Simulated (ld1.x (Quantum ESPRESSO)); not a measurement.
Ranking TM semilocal potentials for Cl

All share these settings but for the change named:

- Element: Cl (Z = 17)
- Generator: ld1.x (Quantum ESPRESSO) 7.5
- Type: norm-conserving Troullier–Martins (semilocal form)
- Functional: PBEsol
- Relativity: scalar-relativistic
- Frozen core: [Ne]
- Valence charge: 7
- Reference configuration: 3s2 3p5
- Partial waves: 3p (bound): rc 1.25 bohr; 3s (bound): rc 1.25 bohr
- Local potential: the s channel
- Core correction: a·sin(br)/r model core, default radius (core density twice the valence density)

Test errors are all-electron minus pseudo excitation energies from the reference, over 3s2 3p4; 3s2 3p3; 3s2 3p2; 3s2 3p5.3; 3s1 3p5; 3s1 3p6; 3s2 3p1. None of these files shows a bound ghost.

The base gives 191.4 meV.

Of 10 variants that were run, those that failed, showed a ghost or another fault, or gave nearly equal values are left out.

A variant can come out equal or close to the base, since the largest error may sit in a test that the change hardly touches while other tests move.

(1) Rank these variants by their largest absolute test error, smallest first.
A. wave 3p (bound): rc 1.25 bohr becomes 3p (bound): rc 1.92 bohr
B. all radii but the core radius scaled by about 1.33 (s 1.66, p 1.66 bohr)
C. core correction a·sin(br)/r model core inside 1.52 bohr

Answers

(1) A (157.4 meV), C (211.9 meV), B (295.6 meV).
